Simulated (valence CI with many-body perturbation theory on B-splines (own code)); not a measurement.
# Gd43+: M1 decay

Method: configuration interaction combined with many-body perturbation theory (CI+MBPT): three valence electrons over a frozen Dirac-Fock core [Ar], radial functions for each j: 9 s, 9 p, 10 d, 8 f, 5 g, 3 h, 1 i, with the one-electron correlation potential Σ1, the two-electron term Σ2, the three-electron term Σ3, Breit, model QED; selected CI, second order for the rest (own B-spline code, finite nucleus).

No measured spectrum was set against this ion. As an estimate, large intervals hold to a few tenths of a per cent, small ones and those within an open d or f shell to about a per cent. Only levels of the ground parity were solved; by the run's estimate the other parity begins above the list, which can be wrong where configurations are misplaced.

Lines 1 to 50 of 56 in falling wavelength, among levels below 134.50 eV, chosen from the decays that carry over 1 % of a level's rate. Wavelengths and rates use the calculated energies. S is in atomic units (e²a₀⁴ for E2 and M2, e²a₀⁶ for E3), for M1 in squared Bohr magnetons. Weak lines are less certain than strong ones. Lines between different terms over intervals too small for the method are left out, as are lines whose strength nearly cancels. The highest levels of a list are the least certain.

Levels are named by their leading jj configuration (3d3/2^4 stands for four electrons in 3d with j = 3/2), which in mixed levels can hold well under half, so a name can repeat and another be missing. Letters in brackets count levels of one name in rising energy.

```
λ vac (nm)                      Upper                      Lower  Type   A (s⁻¹)  S (a.u.)
      1630      (3d3/2^2 3d5/2) J=9/2      (3d3/2^2 3d5/2) J=7/2    M1  1.87e+00  3.00e+00
     155.8      (3d3/2^2 3d5/2) J=7/2  (3d3/2^2 3d5/2) J=5/2 [a]    M1  4.16e+03  4.67e+00
     120.3  (3d3/2 3d5/2^2) J=5/2 [b]  (3d3/2 3d5/2^2) J=3/2 [a]    M1  4.12e+03  1.60e+00
     64.31  (3d3/2^2 3d5/2) J=5/2 [b]      (3d3/2^2 3d5/2) J=7/2    M1  4.03e+03  2.39e-01
     63.34  (3d3/2 3d5/2^2) J=7/2 [b]  (3d3/2 3d5/2^2) J=7/2 [a]    M1  8.43e+03  6.35e-01
     62.78            (3d5/2^3) J=3/2  (3d3/2 3d5/2^2) J=3/2 [b]    M1  1.89e+04  6.93e-01
     57.62  (3d3/2^2 3d5/2) J=5/2 [b]      (3d3/2^2 3d5/2) J=3/2    M1  2.42e+04  1.03e+00
     53.25  (3d3/2 3d5/2^2) J=5/2 [a]  (3d3/2^2 3d5/2) J=5/2 [b]    M1  5.33e+04  1.79e+00
     52.18  (3d3/2 3d5/2^2) J=3/2 [b]      (3d3/2 3d5/2^2) J=1/2    M1  2.57e+04  5.41e-01
     47.50  (3d3/2 3d5/2^2) J=3/2 [b]  (3d3/2 3d5/2^2) J=3/2 [a]    M1  4.14e+04  6.59e-01
     45.52  (3d3/2^2 3d5/2) J=5/2 [b]  (3d3/2^2 3d5/2) J=5/2 [a]    M1  6.56e+03  1.38e-01
     44.79            (3d5/2^3) J=5/2  (3d3/2 3d5/2^2) J=3/2 [b]    M1  4.05e+04  8.09e-01
     43.45  (3d3/2 3d5/2^2) J=5/2 [b]  (3d3/2^2 3d5/2) J=5/2 [b]    M1  1.30e+05  2.37e+00
     42.62            (3d5/2^3) J=9/2     (3d3/2 3d5/2^2) J=11/2    M1  2.94e+04  8.42e-01
     41.50  (3d3/2 3d5/2^2) J=7/2 [a]      (3d3/2^2 3d5/2) J=7/2    M1  1.40e+05  2.98e+00
     41.23  (3d3/2^2 3d5/2) J=5/2 [a]            (3d3/2^3) J=3/2    M1  3.71e+05  5.78e+00
     41.09  (3d3/2 3d5/2^2) J=7/2 [b]  (3d3/2^2 3d5/2) J=5/2 [b]    M1  2.32e+04  4.78e-01
     38.19      (3d3/2 3d5/2^2) J=9/2      (3d3/2^2 3d5/2) J=9/2    M1  2.66e+05  5.49e+00
     37.32      (3d3/2 3d5/2^2) J=9/2      (3d3/2^2 3d5/2) J=7/2    M1  1.59e+05  3.07e+00
     34.88            (3d5/2^3) J=3/2  (3d3/2 3d5/2^2) J=5/2 [b]    M1  1.66e+04  1.04e-01
     34.87  (3d3/2 3d5/2^2) J=3/2 [a]      (3d3/2^2 3d5/2) J=1/2    M1  9.64e+04  6.06e-01
     34.64      (3d3/2^2 3d5/2) J=3/2            (3d3/2^3) J=3/2    M1  3.16e+05  1.95e+00
     33.20            (3d5/2^3) J=9/2      (3d3/2 3d5/2^2) J=9/2    M1  3.71e+05  5.04e+00
     32.77  (3d3/2 3d5/2^2) J=7/2 [a]  (3d3/2^2 3d5/2) J=5/2 [a]    M1  5.93e+05  6.19e+00
     32.72      (3d3/2 3d5/2^2) J=1/2      (3d3/2^2 3d5/2) J=1/2    M1  5.54e+05  1.44e+00
     31.19  (3d3/2 3d5/2^2) J=3/2 [a]      (3d3/2^2 3d5/2) J=3/2    M1  5.64e+05  2.54e+00
     31.01      (3d3/2^2 3d5/2) J=1/2            (3d3/2^3) J=3/2    M1  1.17e+05  2.59e-01
     30.47            (3d5/2^3) J=9/2  (3d3/2 3d5/2^2) J=7/2 [a]    M1  5.10e+05  5.34e+00
     30.45     (3d3/2 3d5/2^2) J=11/2      (3d3/2^2 3d5/2) J=9/2    M1  1.79e+05  2.25e+00
     30.39            (3d5/2^3) J=3/2  (3d3/2 3d5/2^2) J=5/2 [a]    M1  3.53e+05  1.47e+00
     29.63            (3d5/2^3) J=5/2  (3d3/2 3d5/2^2) J=7/2 [b]    M1  1.37e+05  7.93e-01
     29.46      (3d3/2 3d5/2^2) J=1/2      (3d3/2^2 3d5/2) J=3/2    M1  3.02e+04  5.72e-02
     29.13  (3d3/2 3d5/2^2) J=5/2 [a]      (3d3/2^2 3d5/2) J=7/2    M1  3.45e+04  1.90e-01
     28.51            (3d5/2^3) J=5/2  (3d3/2 3d5/2^2) J=5/2 [b]    M1  2.59e+05  1.33e+00
     28.49            (3d5/2^3) J=3/2      (3d3/2 3d5/2^2) J=1/2    M1  2.13e+05  7.29e-01
     27.96  (3d3/2 3d5/2^2) J=3/2 [b]  (3d3/2^2 3d5/2) J=5/2 [b]    M1  3.28e+05  1.06e+00
     27.67  (3d3/2 3d5/2^2) J=5/2 [a]      (3d3/2^2 3d5/2) J=3/2    M1  2.95e+05  1.39e+00
     27.27  (3d3/2 3d5/2^2) J=3/2 [a]  (3d3/2^2 3d5/2) J=5/2 [a]    M1  2.77e+05  8.33e-01
     27.04            (3d5/2^3) J=3/2  (3d3/2 3d5/2^2) J=3/2 [a]    M1  3.41e+05  1.00e+00
     25.93  (3d3/2 3d5/2^2) J=5/2 [b]      (3d3/2^2 3d5/2) J=7/2    M1  1.54e+05  5.95e-01
     25.46  (3d3/2 3d5/2^2) J=7/2 [b]      (3d3/2^2 3d5/2) J=9/2    M1  9.67e+04  4.73e-01
     25.44            (3d5/2^3) J=5/2  (3d3/2 3d5/2^2) J=5/2 [a]    M1  2.66e+05  9.73e-01
     25.07  (3d3/2 3d5/2^2) J=7/2 [b]      (3d3/2^2 3d5/2) J=7/2    M1  9.24e+04  4.32e-01
     24.77  (3d3/2 3d5/2^2) J=5/2 [b]      (3d3/2^2 3d5/2) J=3/2    M1  4.80e+03  1.62e-02
     24.54  (3d3/2 3d5/2^2) J=5/2 [a]  (3d3/2^2 3d5/2) J=5/2 [a]    M1  5.09e+04  1.67e-01
     23.05            (3d5/2^3) J=5/2  (3d3/2 3d5/2^2) J=3/2 [a]    M1  3.89e+05  1.06e+00
     22.23  (3d3/2 3d5/2^2) J=5/2 [b]  (3d3/2^2 3d5/2) J=5/2 [a]    M1  1.22e+04  2.98e-02
     21.64  (3d3/2^2 3d5/2) J=5/2 [b]            (3d3/2^3) J=3/2    M1  3.92e+04  8.82e-02
     21.60  (3d3/2 3d5/2^2) J=7/2 [b]  (3d3/2^2 3d5/2) J=5/2 [a]    M1  2.62e+04  7.83e-02
     20.19            (3d5/2^3) J=5/2  (3d3/2 3d5/2^2) J=7/2 [a]    M1  2.04e+05  3.73e-01
```
